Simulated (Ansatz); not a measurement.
Reactions of C$_{5}$H$_{3}$BF$_{6}$O$_{4}$, SMILES `O[B-]1(O)OC(C(F)(F)F)=CC(C(F)(F)F)=[O+]1`.

Computed with Ansatz on PBE0-D4/def2-TZVP structures; ΔE is electronic, products minus reactants. CCSD(T)/CBS is the MP2 limit (def2-TZVPP, def2-QZVPP) plus CCSD(T) − MP2 in def2-TZVPP, frozen cores. This one scheme is used for every species, atoms too. No spin–orbit coupling; open shells (•) take unrestricted orbitals. Spin–orbit coupling would lower the free atoms: a little for B, C, F, O. def2 core potentials past Kr. Bonds to Mg, Sn are less sure, by a few kJ/mol each and by 10 to 20 or more in all where they break to atoms, as the def2 sets lack core-valence functions. One conformer a species, not always the lowest.

Order these by ΔE at CCSD(T)/CBS, lowest first. (Best estimate.)
A. `O[B-]1(O)OC(C(F)(F)F)=CC(C(F)(F)F)=[O+]1` + `[OH][Sn][OH]` → `[OH][Sn-]1[O]C(C(F)(F)F)=CC(C(F)(F)F)=[O+]1` + `OB(O)O`
B. `O[B-]1(O)OC(C(F)(F)F)=CC(C(F)(F)F)=[O+]1` + `[CH3][Mg][OH]` → `[CH3][Mg-]1[O]C(C(F)(F)F)=CC(C(F)(F)F)=[O+]1` + `OB(O)O`
C. `O[B-]1(O)OC(C(F)(F)F)=CC(C(F)(F)F)=[O+]1` + H–F → `O[B-]1(F)OC(C(F)(F)F)=CC(C(F)(F)F)=[O+]1` + H₂O
D. `O[B-]1(O)OC(C(F)(F)F)=CC(C(F)(F)F)=[O+]1` → B• + 5 C• + 6 F• + 3 H• + 4 O•
E. `O[B-]1(O)OC(C(F)(F)F)=CC(C(F)(F)F)=[O+]1` + HCl → `O[B-]1(Cl)OC(C(F)(F)F)=CC(C(F)(F)F)=[O+]1` + H₂O

B (-1.94 eV), A (-1.25 eV), C (-0.40 eV), E (+0.17 eV), D (+90.96 eV).

Largest T1 diagnostic: 0.018, for `[OH][Sn][OH]`.
